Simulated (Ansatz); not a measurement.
`C[SiH](Cl)Cl` + silanol → `[SiH3]O[SiH](Cl)Cl` + CH₄ at 500 K and 1 bar (ligand exchange at the Si–C bond).

Isolated molecules relaxed with PBE0-D4/def2-TZVP in Ansatz; ΔE leaves out vibrations. CCSD(T)/CBS adds triple-zeta CCSD(T) − MP2 to the extrapolated MP2 energy (def2 sets, frozen cores). This one scheme is used for every species. Each species was taken in one conformer, which may not be the lowest.

| species | CCSD(T)/CBS energy (Eh) | H − E (kJ/mol) | S (J/(mol·K)) |
| --- | --- | --- | --- |
| `C[SiH](Cl)Cl` | -1249.21450 | 168.0 | 382.4 |
| `O[SiH3]` | -366.69042 | 127.5 | 292.9 |
| `[SiH3]O[SiH](Cl)Cl` | -1575.48976 | 161.7 | 461.9 |
| CH₄ | -40.46206 | 135.6 | 206.8 |

H − E and S are ideal-gas, rigid-rotor, harmonic terms from PBE0-D4/def2-TZVP, for one conformer and one mirror image of each species. 1 Eh = 2625.50 kJ/mol, R = 8.31446 J/(mol·K).

Problem. By hand: ΔE, ΔH, ΔS and ΔG.

Solution. ΔE = (-1575.48976) + (-40.46206) − (-1249.21450) − (-366.69042) = -0.04690 Eh = -123.1 kJ/mol. Δ(H − E) = 161.7 + 135.6 − 168.0 − 127.5 = 1.8, so ΔH = -121.3 kJ/mol. ΔS = 461.9 + 206.8 − 382.4 − 292.9 = -6.6 J/(mol·K). ΔG = -121.3 − 500 × (-6.6)/1000 = -118.0 kJ/mol.

Problem. By hand: the equilibrium constant, and the temperature at which ΔG would vanish if ΔH and ΔS stayed fixed.

Solution. log₁₀ K = −ΔG/(RT ln 10) = 12.3. ΔG = 0 at ΔH/ΔS = 18379 K, far beyond where these terms or the molecules hold.

The number of gas molecules stays the same, so ΔS is small and ΔH decides. A doubt of 5 kJ/mol in ΔE shifts log₁₀ K by 0.5 here. Other conformers and mirror images would add mixing entropy, several J/(mol·K) or more a flexible species. Modes under 60 cm⁻¹, often nearly free rotors, make the harmonic entropy too high. These are equilibria of isolated gas molecules and say nothing of rates. Largest T1 diagnostic: 0.011 (customary marks: 0.02 for closed shells, 0.045 for open ones).
